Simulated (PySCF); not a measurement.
## UHF on Co²⁺ (cobalt, charge +2)

Configuration: [Ar] 3d7, high-spin 4F determinant. Calculation: PySCF 2.14, in x2c-QZVPPall with one added diffuse shell each of s, p, d, f, g type (12s8p6d5f3g, 128 functions); scalar relativity by spin-free X2C-1e.

| Property | Result |
| --- | --- |
| Total energy | -1391.087990 hartree |
| One-electron energy | -1908.9408 hartree |
| Hartree (Coulomb) energy | 576.2178 hartree |
| Exchange energy | -58.3650 hartree |
| ⟨S²⟩ | 3.7541 |
| ⟨L²⟩ | 12.029 |
| Sum of ⟨r⟩ | 15.41 bohr |
| Sum of ⟨r²⟩ | 15.56 bohr² |
| Langevin diamagnetic susceptibility | -12.3 ×10⁻⁶ cm³/mol |

| shell | electrons | mean orbital energy (hartree) | spread (hartree) | rms radius, mean of both spins (bohr) |
| --- | --- | --- | --- | --- |
| 1s β | 1 | -286.48028 | 0 | 0.0648 |
| 1s α | 1 | -286.48018 | 0 | 0.0648 |
| 2s α | 1 | -36.19879 | 0 | 0.276 |
| 2s β | 1 | -36.09880 | 0 | 0.276 |
| 2p α | 3 | -30.97086 | 0 | 0.249 |
| 2p β | 3 | -30.87154 | 0 | 0.249 |
| 3s α | 1 | -5.44684 | 0 | 0.832 |
| 3s β | 1 | -5.16471 | 0 | 0.832 |
| 3p α | 3 | -3.89007 | 0 | 0.889 |
| 3p β | 3 | -3.55011 | 0 | 0.889 |
| 3d α | 5 | -1.39794 | 0.05393 | 1.13 |
| 3d β | 2 | -1.26411 | 0 | 1.13 |

Densities and radii are taken from the X2C orbitals without a picture-change correction, which distorts them close to the nucleus.

Spin-orbit constants ζ (cm⁻¹) from the X2C one-electron operator on these orbitals: bare nucleus, nucleus screened by l(l+1)(2l+1)/3 electrons, and screened by the Breit-Pauli mean field of the electrons.

| shell | bare | screened nucleus | mean field |
| --- | --- | --- | --- |
| 2p | 83730 | 77530 | n/a |
| 3p | 10270 | 9508 | n/a |
| 3d | 963.7 | 606.8 | n/a |

To first order the Landé constant is A = -202.3 cm⁻¹, so the lowest level has J = 9/2 and lies 0.113 eV below the centre of the term. This holds in LS coupling only.
